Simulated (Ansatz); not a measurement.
The first iterations of a band of FH6PSi2 (10 atoms, charge 0, multiplicity 1).

All numbers below come from RKS r2SCAN-D4/6-31G (Ansatz).

- movable images: 5
- climbing image: yes
- spring: 5.0 eV/Å²
- optimiser: quadratic models (default)
- start path: through a guess of the saddle point
- force threshold: 0.05 eV/Å
- iteration limit: 60
- end points: relaxed

Initial state:

```xyz
10
Properties=species:S:1:pos:R:3
F -1.761 0.736 2.222
Si -1.119 1.168 0.701
P 1.096 0.488 0.649
Si 0.910 -1.433 -0.659
H -1.992 0.512 -0.333
H -1.163 2.664 0.584
H 1.493 1.389 -0.416
H 0.156 -1.199 -1.940
H 0.174 -2.446 0.166
H 2.289 -1.929 -0.970
```

Final state:

```xyz
10
Properties=species:S:1:pos:R:3
F -2.125 0.119 -0.019
Si -1.036 1.228 0.706
P 1.127 0.855 0.008
Si 0.943 -1.435 -0.418
H -1.464 2.616 0.329
H -1.100 1.000 2.186
H 0.970 1.318 -1.355
H 0.016 -1.739 -1.556
H 0.436 -2.061 0.846
H 2.317 -1.953 -0.724
```

| iteration | highest image above the first end (eV) | largest band force component (eV/Å) |
| --- | --- | --- |
| 1 | 88.387 | 195.586 |
| 2 | 42.991 | 95.568 |
| 3 | 20.895 | 46.413 |
| 4 | 10.307 | 20.560 |
| 5 | 5.260 | 9.047 |
| 6 | 2.746 | 4.757 |
| 7 | 1.398 | 2.808 |

Problem. Does the band converge within its limit, and where does its top end?

Solution. It converged. It ended after 23 iterations with the highest image 0.012 eV above the first end. A vibrational analysis at the climbing image gives one clearly imaginary mode, 41i cm⁻¹: a first-order saddle point. Limits of this set-up: no polarisation functions.

Run time: 5.3 min on 1 thread of Intel(R) Xeon(R) 6975P-C (Granite Rapids), with other jobs on the host, peak memory 0.15 GiB.
